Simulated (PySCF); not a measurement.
Start geometry of `[O]=[Tc-](=[O])(=[O])=[O]` ([TcO4]-) from GFN2-xTB (Å):
```
atom  x, y, z in Å
Tc1    0.061   -0.077    0.012
O2    -0.007   -0.031    1.660
O3     1.507    0.003   -0.591
O4    -0.693    1.372   -0.547
O5    -0.794   -1.378   -0.597
```

Problem. What comes out of this run: PBE0-D3(BJ)/def2-SVP geometry optimisation, gas phase, def2 core potentials past Kr in PySCF 2.14.0?

Solution. 
```
atom  x, y, z in Å
Tc1    0.014   -0.022   -0.012
O2     0.029   -0.042    1.686
O3     1.611   -0.041   -0.590
O4    -0.768    1.384   -0.557
O5    -0.811   -1.390   -0.589
```

The energy falls by 74.4 kJ/mol over 6 energy and gradient evaluations, the largest force component goes from 0.1721 to 1.6e-04 Eh/bohr, and the atoms move by 0.073 Å rms after alignment. The bond that changes most is Tc1–O3 (ends: technetium bonded to 4 O; oxygen bonded to Tc), which lengthens by 0.129 Å. Bonds longer at the end by more than 0.005 Å: 3 of 4; shorter: 1. Among the angles that change most is O3–Tc1–O4, from 103.6° to 109.5°. The orientation of the end geometry is arbitrary; only internal coordinates are fixed.

The run used 87 basis functions and 54 SCF cycles in all.

Whether it is a minimum is left open (no frequencies). The geometry's basis has no diffuse functions, a weakness for an anion.
